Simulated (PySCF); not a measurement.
BBr₃ (SMILES BrB(Br)Br), singlet, geometry from GFN2-xTB; PySCF with TPSS/STO-3G.

The PySCF input:
```python
from pyscf import gto, scf, dft

mol = gto.Mole()
mol.atom = '''
    B     0.018083   -0.019782   -0.037610
    Br   -1.507311   -1.111182   -0.137553
    Br    0.019712    1.666704   -0.864490
    Br    1.485016   -0.552696    1.007416
'''
mol.basis = 'sto-3g'
mol.charge = 0
mol.spin = 0
mol.verbose = 4
mol.build()

mf = dft.RKS(mol)
mf.xc = 'tpss'
mf.kernel()
```

Q: What does PySCF print? Leave out banner, timings and long lists.

A: 
```
PySCF version 2.14.0

[INPUT] verbose = 4
[INPUT] num. atoms = 4
[INPUT] num. electrons = 110
[INPUT] charge = 0
[INPUT] spin (= nelec alpha-beta = 2S) = 0
[INPUT] symmetry False subgroup None
[INPUT] Mole.unit = angstrom
[INPUT] Symbol           X                Y                Z      unit          X                Y                Z       unit  Magmom
[INPUT]  1 B      0.018083000000  -0.019782000000  -0.037610000000 AA    0.034171917511  -0.037382562196  -0.071072599545 Bohr   0.0
[INPUT]  2 Br    -1.507311000000  -1.111182000000  -0.137553000000 AA   -2.848404974544  -2.099829654546  -0.259937497612 Bohr   0.0
[INPUT]  3 Br     0.019712000000   1.666704000000  -0.864490000000 AA    0.037250281367   3.149614090717  -1.633649337425 Bohr   0.0
[INPUT]  4 Br     1.485016000000  -0.552696000000   1.007416000000 AA    2.806273530597  -1.044444070143   1.903740333505 Bohr   0.0

nuclear repulsion = 745.880457725458
number of shells = 27
number of NR pGTOs = 177
number of NR cGTOs = 59
basis = sto-3g
ecp = {}

******** <class 'pyscf.dft.rks.RKS'> ********
method = RKS
initial guess = minao
damping factor = 0
level_shift factor = 0
DIIS = <class 'pyscf.scf.diis.CDIIS'>
diis_start_cycle = 1
diis_space = 8
diis_damp = 0
SCF conv_tol = 1e-09
SCF conv_tol_grad = None
SCF max_cycles = 50
direct_scf = True
direct_scf_tol = 1e-13
XC library pyscf.dft.libxc version 7.1.2
    S. Lehtola, C. Steigemann, M. J. T. Oliveira, and M. A. L. Marques,  SoftwareX 7, 1–5 (2018)
XC functionals = tpss
    J. Tao, J. P. Perdew, V. N. Staroverov, and G. E. Scuseria,  Phys. Rev. Lett. 91, 146401 (2003)
    J. P. Perdew, J. Tao, V. N. Staroverov, and G. E. Scuseria,  J. Chem. Phys. 120, 6898 (2004)
    J. Tao, J. P. Perdew, V. N. Staroverov, and G. E. Scuseria,  Phys. Rev. Lett. 91, 146401 (2003)
    J. P. Perdew, J. Tao, V. N. Staroverov, and G. E. Scuseria,  J. Chem. Phys. 120, 6898 (2004)
radial grids:
    Treutler-Ahlrichs [JCP 102, 346 (1995); DOI:10.1063/1.469408] (M4) radial grids

becke partition: Becke, JCP 88, 2547 (1988); DOI:10.1063/1.454033
pruning grids: <function nwchem_prune>
grids dens level: 3
symmetrized grids: False
atomic radii adjust function: <function treutler_atomic_radii_adjust>
small_rho_cutoff = 0
Set gradient conv threshold to 3.16228e-05
Initial guess from minao.
tot grids = 75320
init E= -7652.56092211473
  HOMO = -0.66221999061883  LUMO = -0.401227363680806  gap/eV = 7.10197
cycle= 1 E= -7662.37205962844  delta_E= -9.81  |g|= 0.517  |ddm|= 2.86
  HOMO = -0.15593198810679  LUMO = -0.0735717572529592  gap/eV = 2.24114
cycle= 2 E= -7662.06267100297  delta_E= 0.309  |g|= 1.07  |ddm|= 2.31
  HOMO = -0.156515047010431  LUMO = 0.0230774962693308  gap/eV = 4.88696
cycle= 3 E= -7662.47321674557  delta_E= -0.411  |g|= 0.0282  |ddm|= 1.62
  HOMO = -0.15899856859794  LUMO = 0.0161816407583992  gap/eV = 4.76690
cycle= 4 E= -7662.47354008654  delta_E= -0.000323  |g|= 0.000967  |ddm|= 0.0513
  HOMO = -0.158983151986843  LUMO = 0.0161415157644339  gap/eV = 4.76538
cycle= 5 E= -7662.47354046716  delta_E= -3.81e-07  |g|= 0.000101  |ddm|= 0.00212
  HOMO = -0.158993928971992  LUMO = 0.0161511643047519  gap/eV = 4.76594
cycle= 6 E= -7662.47354047213  delta_E= -4.97e-09  |g|= 1.11e-05  |ddm|= 0.00022
  HOMO = -0.158994291659787  LUMO = 0.016153146105976  gap/eV = 4.76600
cycle= 7 E= -7662.4735404722  delta_E= -6.91e-11  |g|= 1.42e-06  |ddm|= 2.09e-05
  HOMO = -0.158994273693044  LUMO = 0.016153269864301  gap/eV = 4.76601
Extra cycle  E= -7662.47354047221  delta_E= -1.82e-11  |g|= 1.51e-06  |ddm|= 9.05e-06
converged SCF energy = -7662.47354047221
```
